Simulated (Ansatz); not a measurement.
Ansatz (an electronic-structure program) input (MP2/6-31G*):

Ansatz 0.2 input:
```yaml
crystal:
  periodic: [false, false, false]
  atoms:
    - {symbol: F, position_ang: [-0.92925200, 1.15465600, -0.28867100]}
    - {symbol: C, position_ang: [-0.47716000, 0.04464200, 0.31775000]}
    - {symbol: F, position_ang: [-1.09408900, -1.01463200, -0.23143000]}
    - {symbol: Cl, position_ang: [1.28023100, -0.09512200, 0.08181600]}
    - {symbol: H, position_ang: [-0.69089000, 0.08900600, 1.38353900]}
basis:
  gaussian:
    orbitals: 6-31G*
total_charge: 1
magnetization: {spin_polarized: true, initial_magnetization: 1}
correlation: {method: mp2, electrons: outside_noble_gas}
```

Output:

```
Functional definition: HF
integrals: 0.02 GiB planned
595 factors; integrals over basis functions are off by at most 8.5e-4 eV
mean field: 0.17 GiB planned
mean field evaluation 1: about -18943.9780 eV, gradient 3.6e1 eV
mean field evaluation 2: about -18943.9875 eV, gradient 3.6e1 eV
mean field evaluation 4: about -18949.0194 eV, gradient 2.8e0 eV
mean field evaluation 8: about -18949.2273 eV, gradient 2.8e-1 eV
mean field evaluation 16: about -18948.0910 eV, gradient 9.6e0 eV
mean field evaluation 32: about -18949.2165 eV, gradient 8.9e-2 eV
mean field evaluation 64: about -18949.2327 eV, gradient 2.2e-6 eV
mean field -18949.23274379 eV, -696.3714590829 hartree, gradient 2.2e-6 eV, S^2 0.757955; 6 other end points of the search recorded, 0 dependent functions left out
8 core orbitals not correlated
reference -18949.23274379 eV, -696.3714590829 hartree; 13, 12 occupied and 45, 46 virtual orbitals, 595 factors
second order -15.69809290 eV of doubles, -0.00000000 eV of singles
Total energy: -18964.93083669 eV, -696.9483533566 hartree
```

The dipole moment of an ion depends on the origin.

The geometry given is a B3LYP-D3(BJ)/def2-TZVP minimum of the species of charge 0 and multiplicity 1, not of this state.
